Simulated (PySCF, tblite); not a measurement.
Species: C5H11NO3Si.
Z-matrix (Å and degrees, GFN2-xTB geometry), rows numbered from 1:
```
O 
C   1  1.1973
C   2  1.5027  1  126.03
O   3  1.3921  2  112.34  1    -9.92
Si  4  1.6285  3  127.47  2   112.16
O   5  1.6180  4  106.17  3  -155.90
C   5  1.9044  4  111.10  3   -35.28
C   7  1.5418  5  118.46  4   -52.15
C   8  1.5309  7   86.87  5   124.58
N   9  1.4679  8   90.37  7   -11.39
H   2  1.1096  1  121.72  3   178.66
H   3  1.0968  2  109.27  1  -131.33
H   3  1.1020  2  106.51  1   111.28
H   5  1.4652  4  108.53  3    85.57
H   6  0.9548  5  119.09  4   -12.44
H   7  1.0951  5  112.93  4   175.80
H   8  1.0870  7  115.80  5  -117.90
H   8  1.0868  7  113.99  5    10.29
H   9  1.0954  8  113.59  7   105.75
H   9  1.0943  8  116.39  7  -126.76
H  10  1.0144  7  115.17  5   108.87
```

Computed, not measured: PBE0/pcSseg-1 in PySCF (dipole) on a GFN2-xTB geometry, gas phase.

Take the most abundant isotopes and a rigid rotor. The values belong to one conformer with, in the numbering `[O:1]=[CH:2][CH2:3][O:4][Si@@H:5]([OH:6])[C@H:7]1[CH2:8][CH2:9][NH:10]1`, O1–C2–C3–O4 -10°, C2–C3–O4–Si5 112°, C3–O4–Si5–O6 -156°, O4–Si5–O6–H -12°, O4–Si5–C7–C8 -52°, Si5–C7–C8–C9 125°, C7–C8–C9–N10 -11°, C8–C9–N10–C7 12°.

Task: Give the principal moments of inertia and the rotational constants in cm⁻¹.

Result: Ia = 408.94, Ib = 438.25, Ic = 641.39 u·Å²; 505379 MHz·u·Å²/I gives 1236, 1153 and 787.9 MHz, that is A = 0.04122, B = 0.03847, C = 0.02628 cm⁻¹.

Task: Classify the top.

Result: An asymmetric top; Ray's κ = 0.631.

Task: Is it planar, by Δ = Ic − Ia − Ib?

Result: Not planar: Δ = Ic − Ia − Ib = -205.81 u·Å². For a rigid frame Δ = −2 Σ m c², so Σ m c² = 102.90 u·Å² lies off the ab plane: 19.25 from hydrogen and 83.65 from heavier atoms. The atom farthest from that plane is 1.93 Å away.

Task: Give the coordinates in the principal-axis frame, origin at the centre of mass.

Result: The sense of each axis is arbitrary; atoms in the order of the calculation.
| atom | mass (u) | a (Å) | b (Å) | c (Å) |
| --- | --- | --- | --- | --- |
| O1 | 15.995 | 2.104 | -1.047 | 1.133 |
| C2 | 12.000 | 2.232 | -1.009 | -0.057 |
| C3 | 12.000 | 1.123 | -1.085 | -1.068 |
| O4 | 15.995 | -0.096 | -1.430 | -0.492 |
| Si5 | 27.977 | -1.420 | -0.494 | -0.341 |
| O6 | 15.995 | -2.260 | -1.098 | 0.904 |
| C7 | 12.000 | -0.943 | 1.322 | -0.018 |
| C8 | 12.000 | 0.036 | 1.631 | 1.132 |
| C9 | 12.000 | 0.900 | 2.347 | 0.091 |
| N10 | 14.003 | 0.087 | 1.778 | -0.991 |
| H11 | 1.008 | 3.227 | -0.887 | -0.533 |
| H12 | 1.008 | 1.383 | -1.825 | -1.835 |
| H13 | 1.008 | 1.061 | -0.091 | -1.540 |
| H14 | 1.008 | -2.203 | -0.590 | -1.576 |
| H15 | 1.008 | -2.022 | -1.955 | 1.251 |
| H16 | 1.008 | -1.810 | 1.991 | 0.016 |
| H17 | 1.008 | -0.357 | 2.251 | 1.934 |
| H18 | 1.008 | 0.511 | 0.751 | 1.556 |
| H19 | 1.008 | 0.860 | 3.439 | 0.164 |
| H20 | 1.008 | 1.948 | 2.036 | 0.032 |
| H21 | 1.008 | -0.240 | 2.439 | -1.687 |

Task: Predict some low-J microwave lines.

Result: The dipole components are |μa| = 0.63 D, |μb| = 1.70 D, |μc| = 2.07 D. The squared components, which scale the intensities, stand as 0.09 : 0.68 : 1.00 (a : b : c). Some lines, for components of 0.1 D or more:

```tsv
type	branch	J(Ka,Kc)	MHz	lower level (cm⁻¹)
c	Q	3(3,1) ← 3(2,1)	495	0.457
c	Q	4(4,1) ← 4(3,1)	818	0.771
b	Q	5(3,2) ← 5(2,3)	1799	1.070
a	Q	5(2,3) ← 5(2,4)	2790	0.977
b	R	2(0,2) ← 1(1,1)	3504	0.068
a	R	2(1,2) ← 1(1,1)	3517	0.068
a	Q	5(1,4) ← 5(1,5)	3632	0.856
c	R	2(2,0) ← 1(1,0)	4790	0.080
b	R	3(0,3) ← 2(1,2)	5126	0.185
a	R	3(0,3) ← 2(0,2)	5138	0.184
a	R	4(0,4) ← 3(0,3)	6709	0.356
b	R	4(1,3) ← 3(2,2)	7486	0.424
a	R	4(2,3) ← 3(2,2)	7494	0.424
b	R	4(2,3) ← 3(1,2)	7555	0.422
a	R	5(1,5) ← 4(1,4)	8284	0.580
b	R	5(1,5) ← 4(0,4)	8284	0.580
a	R	5(2,4) ← 4(2,3)	9091	0.674
b	R	4(4,1) ← 3(3,0)	9531	0.480
b	R	5(2,3) ← 4(3,2)	9809	0.743
a	R	5(3,3) ← 4(3,2)	9841	0.743
b	R	5(3,3) ← 4(2,2)	10013	0.737
c	R	5(5,1) ← 4(4,1)	12195	0.798
b	R	5(3,2) ← 4(2,3)	13680	0.674
```

Task: Estimate the classical rotational partition function at 25 K, 50 K and 500 K.

Result: Point group C1, symmetry number σ = 1; q = (√π/σ)·√((kT/h)³/(ABC)), k/h = 20836.6 MHz/K: 19900 at 25 K, 56200 at 50 K, 1780000 at 500 K.

Its GFN2-xTB frequencies are all real (lowest 50 cm⁻¹). Zero-point vibration and centrifugal distortion are left out. A rigid rotor knows nothing of inversion at nitrogen, which can split or shift real lines. Quadrupole hyperfine structure (14N) is left out.
